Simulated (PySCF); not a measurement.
Molecule: SMILES O=C(F)c1cccs1, C5H3FOS.

Structure with atom numbers: `[O:1]=[C:2]([F:3])[c:4]1[cH:5][cH:6][cH:7][s:8]1`. Hydrogens are named by the atom that carries them.

Geometry PBE0-D3(BJ)/def2-SVP throughout; GIAO in PySCF 2.14.0 with density-fitted response routines, gas phase, one conformer, non-relativistic; equivalent atoms averaged; basis pcSseg-1.

Question: How do the absolute shieldings σ depend on the functional? (a selection of nuclei; ppm; last column core-seconds on 1 thread of an Arm Neoverse V2, shared host; the GGAs took longer than the global hybrids here, which isn't the general rule, and the cause wasn't traced)

Answer: 
| functional | kind | O1 | C2 | C7 | C5 | C4 | C6 | S8 | H(C5) | H(C6) | core-s |
| --- | --- | --- | --- | --- | --- | --- | --- | --- | --- | --- | --- |
| PBE | GGA | -82.6 | 24.8 | 39.6 | 42.6 | 43.9 | 48.9 | 230.4 | 23.55 | 24.07 | 19 |
| KT2 | GGA | -59.3 | 34.8 | 51.2 | 54.0 | 56.0 | 60.0 | 281.4 | 23.62 | 24.13 | 19 |
| KT3 | GGA | -57.4 | 35.9 | 51.7 | 54.6 | 56.9 | 60.9 | 283.8 | 23.77 | 24.30 | 19 |
| B3LYP | global hybrid | -88.6 | 20.9 | 32.6 | 37.8 | 40.3 | 46.4 | 224.3 | 23.67 | 24.30 | 12 |
| CAM-B3LYP | range-separated hybrid | -89.0 | 21.3 | 31.5 | 37.3 | 41.3 | 47.7 | 228.2 | 23.53 | 24.22 | 17 |
| LC-wPBE | range-separated hybrid | -84.3 | 26.1 | 35.9 | 41.0 | 47.0 | 52.4 | 248.4 | 23.41 | 24.12 | 23 |

Question: Which nucleus among those listed moves most, in ppm?

Answer: S8 (aromatic ring sulfur): from 224.3 ppm with B3LYP to 283.8 ppm with KT3. The smallest spread is 0.23 ppm, at H(C6). Proton shifts span only some 12 ppm, so a few tenths of a ppm matter as much there as several ppm in carbon.
